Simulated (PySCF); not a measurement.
An unknown shows these calculated signals:

¹H NMR (300 MHz, computed): δ 7.30 (m, 1H), 6.38 (m, 1H), 6.30 (m, 1H), 5.64 (m, 1H), 5.48 (m, 1H), 5.45 (br s, 1H), 5.19 (br s, 1H), 3.99 (t, 3H), 1.87 (q, 2H).

¹³C{¹H} NMR (computed): δ 152.3 (C), 142.7 (CH), 139.0 (CH), 138.6 (CH), 125.4 (CH2), 121.8 (CH2), 22.4 (CH2).

Computational details: GFN2-xTB structure, shielding tensors at PBE0/pcSseg-1 (GIAO), in PySCF (one computed conformer, non-relativistic, rapidly exchanging positions averaged, gas phase).

References, each an isolated molecule treated in the same way: TMS for ¹H (31.72 ppm), ¹³C (186.93 ppm).

Question: Which of these does the molecule contain: a vinyl group CH=CH2, a three-membered ring, a Si–H bond, a benzene ring, a non-aromatic C=C double bond, an aldehyde?

Answer: 
- A vinyl group CH=CH2: yes (δC 125.4, 142.7; δH 5.64 (m), 5.48 (m), 7.30 (m)).
- A three-membered ring: no.
- A Si–H bond: yes (δH 3.99 (t)).
- A benzene ring: no.
- A non-aromatic C=C double bond: yes.
- An aldehyde: no.

The data belong to `C=C/C=C\C(=C)C[SiH3]`, C$_{7}$H$_{12}$Si; they needn't prove each group on their own.

Carbon signals by region: 6 in the sp2 and nitrile region (100–160 ppm), 1 below 50 ppm.

Shifts are as computed. Against solution values, carbons near 30 ppm lie about +3 ppm off and those near 130 ppm about +5 ppm. Of 1211 compounds with measured shifts, 218 miss one by over three times the rms of a fit or turn the order of signals round; such compounds aren't used in these exercises. No couplings were computed; multiplicities are counted from neighbouring protons, with m where these are inequivalent, close in shift, in a saturated or five-membered ring or joined by F or P, and br s for small geminal =CH2 splittings.
